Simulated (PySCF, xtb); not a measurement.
CH₄N, SMILES [CH2]N, multiplicity 2.

Harmonic wavenumbers (cm⁻¹) from GFN2-xTB run with xtb 6.7.1 at its own minimum, in rising order: 447, 581, 784, 902, 1233, 1273, 1403, 1515, 3113, 3159, 3395, 3452.

**Question.** What does PySCF with PBE-D3(BJ)/def2-TZVP give at its own minimum? (The exact figures need the calculation; the answer reports its results.)

**Answer.** 438, 577, 675, 913, 1209, 1284, 1430, 1598, 3085, 3194, 3443, 3546. Paired by order, the mean absolute difference is 40 cm⁻¹ and the zero-point energies are 30.4 and 30.6 kcal/mol.
